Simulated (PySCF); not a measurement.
# Dipole response of Tb (terbium, neutral)

[Xe] 4f9 6s2, one real determinant. All numbers are calculated (PySCF 2.14, the spin-free X2C one-electron Hamiltonian (Gaussian nucleus), in ANO-RCC-VTZP (8s7p5d3f2g1h, 104 functions)). Coupled (time-dependent) response in atomic units; α is the mean over directions. The basis has no added diffuse functions, which lowers α and C₆.

```
method  mean α (bohr³)         α xx, yy, zz  C₆ (like pair)  S(−4)
   UHF           136.9  137.7, 135.1, 137.7            2162   6963
```

S(−4) is the Cauchy moment in α(ω) = α(0) + S(−4) ω² + …

Reference α: 170 ± 20 bohr³ (recommended; Schwerdtfeger and Nagle, table of static dipole polarizabilities (2023 update)). Published C₆: 2590 (Gould and Bucko (2016)).

Spin-orbit coupling is absent.

α(iu) at UHF:

| u (hartree) | α(iu) (bohr³) |
| --- | --- |
| 0 | 136.9 |
| 0.0500 | 121.7 |
| 0.100 | 92.52 |
| 0.200 | 49.73 |
| 0.300 | 30.24 |
| 0.500 | 15.76 |
| 0.750 | 9.631 |
| 1.00 | 6.825 |
| 1.50 | 4.134 |
| 2.00 | 2.849 |
| 3.00 | 1.647 |
| 5.00 | 0.7892 |

The components differ because the open shell of this determinant is not spherical; for a pure term their mean is the scalar polarisability.

⟨L²⟩ = 24.03 against 30 for a pure H term, so this real determinant mixes terms. Spin-orbit coupling, absent here, splits the open shell strongly.
